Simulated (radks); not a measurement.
All-electron atom: Te4+ in [Kr] 4d9 5s2 5d1 (not the ground configuration). All-electron calculation, scalar-relativistic Kohn-Sham, MS2 meta-GGA, spin-polarised, spherical densities, finite nucleus; open shells are filled with parallel spins first (spin-orbit coupling, left out, can overturn this in heavy ions); meta-GGA in the generalised Kohn-Sham scheme; Fermi nuclear charge, rms radius 4.7423 fm. Program: a radial shooting solver on a logarithmic mesh with Libxc functionals.

Normalised radial functions P(r) = r R(r), r in bohr:

```
   r/bohr * 5d down (the largest magnitude, 0.709, reaches the edge; | marks zero)
 0.001717                             *
 0.001983                             *
  0.00229                             *
 0.002645                             *
 0.003055                             *
 0.003528                             *
 0.004074                             *
 0.004705                             *
 0.005434                             *
 0.006275                             *
 0.007247                             *
  0.00837                             *
 0.009666                             *
  0.01116                             *
  0.01289                             *
  0.01489                             *
   0.0172                             *
  0.01986                             *
  0.02293                             *
  0.02649                             *
  0.03059                             *
  0.03533                             |*
   0.0408                             |*
  0.04712                             |*
  0.05441                             | *
  0.06284                             | *
  0.07258                             |  *
  0.08382                             |   *
  0.09758                             |    *
   0.1127                             |     *
   0.1301                             |      *
   0.1503                             |       *
   0.1736                             |       *
   0.2005                             |       *
   0.2315                             |      *
   0.2674                             |     *
   0.3088                             |  *
   0.3566                             *
   0.4118                         *   |
   0.4756                     *       |
   0.5493                  *          |
   0.6344                *            |
   0.7326                *            |
   0.8461                  *          |
   0.9771                      *      |
    1.128                            *|
    1.303                             |     *
    1.505                             |            *
    1.738                             |                   *
    2.007                             |                        *
    2.318                             |                          *
    2.677                             |                         *
    3.092                             |                      *
    3.571                             |                 *
    4.124                             |           *
    4.763                             |      *
    5.501                             |   *
    6.353                             | *
    7.337                             |*
    8.473                             *
```

5d down (empty): eigenvalue -27.691 eV, 2 radial nodes at r = 0.354, 1.15 bohr, <r> = 2.65 bohr, 90 % of the charge inside 3.83 bohr.
